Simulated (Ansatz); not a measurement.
Start from `[F][Sn]([SiH3])([Cl])[Cl]` and change one atom or group to get `[F][SnH]([Cl])[Cl]`.

Ansatz, PBE0-D4/def2-TZVP geometries, multiplicity 1. 

Elements past krypton have def2 core potentials.

```
                                                                                  property  `[F][Sn]([SiH3])([Cl])[Cl]`
                                          size of the dipole moment (B3LYP/def2-TZVPP) / D                         4.47
                                                         LUMO energy (PBE/def2-TZVPP) / eV                        -2.98
                                                     HOMO–LUMO gap (B3LYP/def2-TZVPP) / eV                         6.28
                                                      HOMO–LUMO gap (PBE0/def2-TZVPP) / eV                         6.79
                                        size of the dipole moment (ωB97M-V/def2-TZVPP) / D                         4.49
ideal-gas entropy at 298 K and 1 bar (rigid rotor, harmonic PBE0-D4/def2-TZVP) / J/(mol·K)                          414
```

Q: What does the change do to each property? (Estimate.)

A: Computed: 
```
                                                                                  property  `[F][SnH]([Cl])[Cl]`  shift
                                          size of the dipole moment (B3LYP/def2-TZVPP) / D                  2.49  -1.98
                                                         LUMO energy (PBE/def2-TZVPP) / eV                 -3.13  -0.15
                                                     HOMO–LUMO gap (B3LYP/def2-TZVPP) / eV                  6.81   0.53
                                                      HOMO–LUMO gap (PBE0/def2-TZVPP) / eV                  7.44   0.65
                                        size of the dipole moment (ωB97M-V/def2-TZVPP) / D                  2.52  -1.97
ideal-gas entropy at 298 K and 1 bar (rigid rotor, harmonic PBE0-D4/def2-TZVP) / J/(mol·K)                   344    -70
```

With PBE0 the HOMO falls by 0.73 eV and the LUMO falls by 0.09 eV, so the gap widens by about 0.64 eV. PBE moves the HOMO by -0.51 eV and ωB97M-V by -0.98 eV. The zero-point energy changes by -46.8 kJ/mol with -9 modes. Dipoles are sizes alone; their direction can turn. Modes under 60 cm⁻¹, often nearly free rotors, make the harmonic entropy too high.

B3LYP here is the variant with VWN-RPA as its local correlation; programs differ in this.
